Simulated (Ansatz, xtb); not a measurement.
# CH2F3Te+: which of two isomers lies lower

Structure a: `F[TeH+]C(F)F`, a singlet. Structure b: `FC(F)(F)[TeH2+]`, a singlet. Both are isolated ions in the gas phase, relaxed with PBE0-D3(BJ)/def2-SVP, each in the lowest conformer that the search found.

a (Å):

```yaml
atoms:
  - { symbol: C, position_ang: [0.8920, 2.7781, -2.1071] }
  - { symbol: F, position_ang: [-1.9100, 2.2026, -3.0283] }
  - { symbol: F, position_ang: [1.6315, 2.7167, -3.1790] }
  - { symbol: F, position_ang: [1.5888, 2.5832, -1.0188] }
  - { symbol: Te, position_ang: [-0.6194, 1.0520, -2.2456] }
  - { symbol: H, position_ang: [-1.1350, 1.3564, -0.6815] }
  - { symbol: H, position_ang: [0.2508, 3.6776, -2.0722] }
```

b (Å):

```json
{"atom": "C", "x (Å)": "-0.2280", "y (Å)": "2.7022", "z (Å)": "-2.7832"}
{"atom": "F", "x (Å)": "0.6486", "y (Å)": "3.0139", "z (Å)": "-3.6933"}
{"atom": "F", "x (Å)": "-0.5550", "y (Å)": "3.7316", "z (Å)": "-2.0595"}
{"atom": "F", "x (Å)": "-1.2748", "y (Å)": "2.1248", "z (Å)": "-3.2977"}
{"atom": "Te", "x (Å)": "0.7655", "y (Å)": "1.1523", "z (Å)": "-1.4363"}
{"atom": "H", "x (Å)": "-0.4171", "y (Å)": "1.3417", "z (Å)": "-0.2743"}
{"atom": "H", "x (Å)": "1.7128", "y (Å)": "2.3227", "z (Å)": "-0.7169"}
```

Quicker runs give these differences E(b) − E(a): GFN2-xTB −0.4 kcal/mol; HF/STO-3G −27.3 kcal/mol (at GFN2-xTB geometries); r2SCAN-D4/def2-SVP −16.3 kcal/mol (at GFN2-xTB geometries).

Question: Estimate E(b) − E(a) at the level CCSD(T)/def2-SVP + ΔMP2/def2-TZVPP.

Answer: Calculated at CCSD(T)/def2-SVP + ΔMP2/def2-TZVPP: E(b) − E(a) = −8.3 kcal/mol, so structure b lies lower.

Level by level:

| level | geometry | E(b) − E(a) (kcal/mol) | departure from the last row (kcal/mol) | job, with rough time for the two |
| --- | --- | --- | --- | --- |
| GFN2-xTB | GFN2-xTB | −0.4 | +7.9 | optimisation, 0.25 s |
| HF/STO-3G | GFN2-xTB | −27.3 | −19.0 | single point, 1.7 s |
| r2SCAN-D4/def2-SVP | GFN2-xTB | −16.3 | −8.0 | single point, 5.1 s |
| PBE0-D3(BJ)/def2-SVP | PBE0-D3(BJ)/def2-SVP | −16.7 | −8.4 | optimisation, 88 s |
| HF/def2-SVP | PBE0-D3(BJ)/def2-SVP | −16.5 | −8.2 | part of the CCSD(T) run |
| MP2/def2-SVP | PBE0-D3(BJ)/def2-SVP | −15.5 | −7.2 | part of the CCSD(T) run |
| CCSD(T)/def2-SVP | PBE0-D3(BJ)/def2-SVP | −15.8 | −7.5 | single point |
| CCSD(T)/def2-SVP + ΔMP2/def2-TZVPP | PBE0-D3(BJ)/def2-SVP | −8.3 |  | single point, 57 s |

As drawn, b has 1 C–F, 1 Te–H in place of 1 F–Te, 1 C–H.

GFN2-xTB finds them nearly level. The largest departure from CCSD(T)/def2-SVP + ΔMP2/def2-TZVPP is that of HF/STO-3G, 19.0 kcal/mol. The last row adds to CCSD(T) the change of the MP2 difference between the two basis sets, here +7.5 kcal/mol, a large step that makes the value less sure.

With harmonic frequencies from PBE0-D3(BJ)/def2-SVP (ideal gas, rigid rotor, one conformer each, 298.15 K, 1 atm): on the last row, ΔE + ΔZPE = −10.1 kcal/mol. A mode under 50 cm⁻¹ makes harmonic enthalpies and free energies unreliable, so none is given.

The correlated steps freeze 8 core orbitals; the filled d shell of Te is correlated, in a basis made for valence electrons. Atoms past krypton carry core potentials in the def2 sets, other sets are all-electron and non-relativistic, and no spin–orbit term is included. Programs: Ansatz 0.2.0, xtb 6.7.1; the last row on 1 thread of Intel(R) Xeon(R) Platinum 8259CL CPU @ 2.50GHz (Skylake/Cascade Lake) on a shared host.
